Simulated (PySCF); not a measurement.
## Correlation energy of Gd(48+) (gadolinium, charge +48)

[Ne] 3s2 3p4, high-spin 3P determinant. Computed with PySCF 2.14 in an even-tempered Gaussian basis (18 s from 10 bohr⁻², ratio 2.5; 12 p from 13 bohr⁻², ratio 2.5; 4 d from 56 bohr⁻², ratio 2.7; 4 f from 83 bohr⁻², ratio 2.7), with the spin-free X2C one-electron Hamiltonian (Gaussian nucleus). Frozen: 1s2; 14 electrons correlated; the 21 highest virtual orbitals of each spin left out.

| level | correlation energy (mhartree) |
| --- | --- |
| CCSD | -600.31 |
| (T) | -0.81 |
| CCSD(T) | -601.12 |

Diagnostics: T1 = 0.00041, D1 = 0.0019, largest double amplitude 0.016.

Is a single reference adequate?

Yes, within this model without spin-orbit coupling: T1 lies below 0.03 and no double amplitude reaches 0.07.

At this charge the one-electron X2C treatment keeps the bare 1/r₁₂, with no two-electron picture change or Breit term. The effect here is smaller than on the frozen 1s shell; and a scalar Hamiltonian misses the large spin-orbit splitting of the p shells, which matters for ns² → np² pairs.

Spin-orbit coupling is strong in this species, so the high-spin LS determinant is a model state.
